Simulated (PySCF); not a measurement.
Compound: TiCl3 (doublet state).
Structure used (PBE0-D3(BJ)/def2-SVP), in Å, numbered top down from 1:
```
atom  x, y, z in Å
Ti1   -0.0012   -0.0029   -0.0059
Cl2    2.1833   -0.0219    0.0175
Cl3   -1.0641    1.9066   -0.0110
Cl4   -1.1181   -1.8818   -0.0007
```

Computed with PBE0-D3(BJ)/def2-SVP geometry optimisation, gas phase in PySCF 2.14.0.

Problem. Which atoms are bound to Ti1, and at what distances?

Solution. 3 atoms: Cl2 2.185 Å, Cl3 2.185 Å, Cl4 2.186 Å.

Problem. List the angles at Ti1.

Solution. 
```csv
angle,degrees,distance of the outer atoms (Å)
Cl2–Ti1–Cl4,120.2,3.79
Cl3–Ti1–Cl4,120.2,3.79
Cl2–Ti1–Cl3,119.6,3.78
```

Problem. What is the shape at Ti1?

Solution. Planar: angles 120.2°, 120.2° and 119.6°, sum 360.0°, 0.01 Å off the plane of its three neighbours.

Problem. What are the rotational constants (commonest isotopes, rigid rotor)?

Solution. A = 2026, B = 2009, C = 1009 MHz: an oblate symmetric top.

Point group: D3h (tolerance 0.08 Å). Charge 0, doublet. ⟨S²⟩ = 0.756 (exact for a doublet: 0.75). PBE0-D3(BJ)/def2-SVP frequencies: not computed here.

Neither the SCF state along the optimisation nor the shape of the open-shell metal species was proved the lowest: other solutions of the same spin, or a structure of lower symmetry, can lie below.
